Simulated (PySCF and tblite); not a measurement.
The numbers below are computed, except where a source is named.
Bond rotations in several molecules: saddles from GFN2-xTB searches, energies BHandHLYP/pcSseg-1 + D3(BJ) // GFN2-xTB, GFN2-xTB thermal terms, Eyring rates at 298.15 K with equivalent paths and no tunnelling (PySCF, tblite). ΔE(end) is the energy of the other minimum.

Order these motions by free-energy barrier at 298.15 K, lowest first.
A. [CH3:1][Se:2]/[CH:3]=[C:4](\[F:5])[C:6]#[N:7]: rotation about the C3–Se2 bond (torsion C4–C3–Se2–C1 from 180° to 360°, rising)
B. [NH2:1]/[CH:2]=[CH:3]/[CH:4]=[O:5]: rotation about the C3–C4 bond (torsion C2–C3–C4–O5 from 0° to 179°, rising)
C. [CH3:1][C:2](=[O:3])/[CH:4]=[C:5](\[CH3:6])[O:7][SiH3:8]: rotation about the C2–C4 bond (torsion C1–C2–C4–C5 from 180° to 340°, rising)
D. [CH2:1]=[CH:2][CH:3]=[CH2:4]: rotation about the C2–C3 bond (torsion C1–C2–C3–C4 from 180° to 344°, rising)

A (3.4 kcal/mol), D (6.5 kcal/mol), C (9.5 kcal/mol), B (14.2 kcal/mol).

Give the values.


```
                                                molecule                                                                           motion  ΔE‡ (kcal/mol)   ΔG‡  ΔE(end)   k (s⁻¹)
           [CH3:1][Se:2]/[CH:3]=[C:4](\[F:5])[C:6]#[N:7]  rotation about the C3–Se2 bond (torsion C4–C3–Se2–C1 from 180° to 360°, rising)             3.1   3.4     -0.2  3.9×10¹⁰
                            [CH2:1]=[CH:2][CH:3]=[CH2:4]    rotation about the C2–C3 bond (torsion C1–C2–C3–C4 from 180° to 344°, rising)             6.6   6.5      3.5   2.3×10⁸
[CH3:1][C:2](=[O:3])/[CH:4]=[C:5](\[CH3:6])[O:7][SiH3:8]    rotation about the C2–C4 bond (torsion C1–C2–C4–C5 from 180° to 340°, rising)             9.6   9.5      6.4   1.4×10⁶
                      [NH2:1]/[CH:2]=[CH:3]/[CH:4]=[O:5]      rotation about the C3–C4 bond (torsion C2–C3–C4–O5 from 0° to 179°, rising)            13.9  14.2      0.2       449
```

Such barriers can be off by 1 to 3 kcal/mol. Paths on which GFN2-xTB and DFT differ by 4 kcal/mol or more were left out.

For scale, the study of C[Se]/C=C(\F)C#N took 3 min on 1 thread of Intel Xeon @ 2.50GHz, shared host (rough), peak memory 0.71 GiB, launched as `OMP_NUM_THREADS=1 python ens_run.py task.json out`.
